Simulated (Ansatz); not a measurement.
`CC(F)[SiH2][SiH3]` + `O[SiH2]N[SiH3]` → `O[SiH]([SiH3])N[SiH3]` + `CC(F)[SiH3]`  (formal exchange of groups at the Si–Si bond)

Computed with Ansatz on PBE0-D4/def2-TZVP structures; ΔE is electronic, products minus reactants. CCSD(T)/CBS is the MP2 limit (def2-TZVPP, def2-QZVPP) plus CCSD(T) − MP2 in def2-TZVPP, frozen cores. One conformer a species, not always the lowest.

```
                species  HF/def2-QZVPP energy (Eh)
    `CC(F)[SiH2][SiH3]`                 -758.38689
       `O[SiH2]N[SiH3]`                 -711.46922
`O[SiH]([SiH3])N[SiH3]`                -1001.57787
          `CC(F)[SiH3]`                 -468.27187
```

(1) Work out ΔE.

Largest T1 diagnostic among the species: 0.012.

Results:

(1) ΔE = (-1001.57787) + (-468.27187) − (-758.38689) − (-711.46922) = 0.00637 Eh = +4.0 kcal/mol. CCSD(T)/CBS gives +2.6 kcal/mol.

In def2-TZVPP, CCSD(T) changes the Hartree–Fock value by −1.3 kcal/mol (the triples alone add −0.2 kcal/mol) and MP2 by −1.1 kcal/mol. The D4 term adds −1.1 kcal/mol with B3LYP and −0.6 kcal/mol with PBE0; it sums over pairs of atoms, weighted by their polarisabilities, and B3LYP, whose exchange is more repulsive, gets the larger term.

B3LYP here is the variant with VWN-RPA as its local correlation; programs differ in this.
